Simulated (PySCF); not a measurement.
# Which basis set comes closest?

Molecule: MeSi(SMe)3 (SMILES CS[Si](SC)(C)SC).

Atoms are numbered as in `[CH3:1][S:2][Si:3]([CH3:4])([S:5][CH3:6])[S:7][CH3:8]` (H(Xn): hydrogen on atom n).

Geometry PBE0-D3(BJ)/def2-SVP throughout; GIAO in PySCF 2.14.0 with density-fitted response routines, gas phase, one conformer, non-relativistic; equivalent atoms averaged; functional PBE0.

Reference values (measured; solution; U. Herzog, Habilitationsschrift, TU Bergakademie Freiberg, 2002/2003): δ(Si3) = 34.0 ppm vs TMS. Computed shifts are taken against TMS, calculated as an isolated molecule at each level.

Problem. How do the basis sets STO-3G, pcSseg-0, 6-31G, 6-31G*, cc-pVDZ, def2-SVP, pcSseg-1, aug-cc-pVDZ, 6-311+G(2d,p) perform against the reference? Times are CPU seconds on shared hosts with different chips, so compare them loosely.

Solution. 
| basis set | functions | Si3 | abs. error Si | core-s |
| --- | --- | --- | --- | --- |
| STO-3G | 68 | 57.8 | 23.8 | 9.9 |
| pcSseg-0 | 112 | 79.3 | 45.3 | 19 |
| 6-31G | 112 | 105.7 | 71.7 | 20 |
| 6-31G* | 152 | 79.0 | 45.0 | 29 |
| cc-pVDZ | 188 | 54.9 | 20.9 | 49 |
| def2-SVP | 188 | 54.6 | 20.6 | 42 |
| pcSseg-1 | 224 | 53.1 | 19.1 | 35 |
| aug-cc-pVDZ | 308 | 51.1 | 17.1 | 100 |
| 6-311+G(2d,p) | 320 | 47.2 | 13.2 | 96 |

For ²⁹Si the closest is 6-311+G(2d,p) (13.2 ppm) and the furthest 6-31G (71.7 ppm). Where a smaller basis beats a larger one, errors probably cancel. One molecule is a small sample, and vibrational and solvent effects are absent from the calculation.

A small basis that lands close on one nucleus may do so by chance; judge by the trend and by all nuclei.
